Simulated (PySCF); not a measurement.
These compounds are isomers of formula C7H10NP.

A. `CC(C)=Pn1cccc1`
B. `Cc1c[nH]c(C2CC2)p1`
C. SMILES C(C)c1cpcnc1C
D. SMILES CC/C=P\n1cccc1
E. `C1=PC=CC=C1N(C)C`

Spectrum 1. 13C{1H} NMR (computed): δ 215.7 (C), 127.3 (CH), 117.1 (CH), 28.0 (CH3), 26.0 (CH3).

Spectrum 2. 13C{1H} NMR (computed): δ 188.2 (CH), 174.3 (CH), 159.0 (C), 143.5 (C), 34.1 (CH2), 28.3 (CH3), 18.9 (CH3).

Spectrum 3. 13C{1H} NMR (computed): δ 153.9 (C), 148.4 (CH), 139.8 (CH), 139.3 (CH), 116.1 (CH), 41.9 (CH3).

Spectrum 4. 13C{1H} NMR (computed): δ 183.7 (C), 148.7 (C), 124.6 (CH), 20.4 (CH2), 18.5 (CH), 16.5 (CH3).

Spectrum 5. 13C{1H} NMR (computed): δ 198.5 (CH), 127.4 (CH), 117.4 (CH), 31.7 (CH2), 17.9 (CH3).

- shielding tensors at PBE0/pcSseg-1 (GIAO)
- structure optimised with GFN2-xTB
- run in PySCF 2.14
- no solvent, non-relativistic Hamiltonian, single conformer, equivalent nuclei averaged

References, each an isolated molecule treated in the same way: 13C (σref 186.93) vs TMS. Splittings of carbon signals by F and P are missing where no couplings were computed. Shifts are as computed. Against solution values, carbons near 30 ppm lie about +3 ppm off and those near 130 ppm about +5 ppm. Of 1211 compounds with measured shifts, 218 miss one by over three times the rms of a fit or turn the order of signals round; such compounds aren't used in these exercises.

**Question.** Which spectrum belongs to which compound?

**Answer.** 1–A, 2–C, 3–E, 4–B, 5–D.

- Spectrum 1 (A): 5 13C signals; δC 28.0 is a methyl carbon; δC 26.0 is a methyl carbon.
- Spectrum 2 (C): 7 13C signals; δC 188.2 is an aromatic CH next to a ring nitrogen; δC 34.1 is an sp3 CH2 on an aromatic ring.
- Spectrum 3 (E): 6 13C signals; δC 153.9 is an aromatic carbon bearing nitrogen; δC 139.8 is an aromatic CH.
- Spectrum 4 (B): 6 13C signals; δC 20.4 is a three-membered-ring carbon; δC 18.5 is a three-membered-ring carbon.
- Spectrum 5 (D): 5 13C signals; δC 31.7 is an sp3 CH2; δC 17.9 is a methyl carbon.
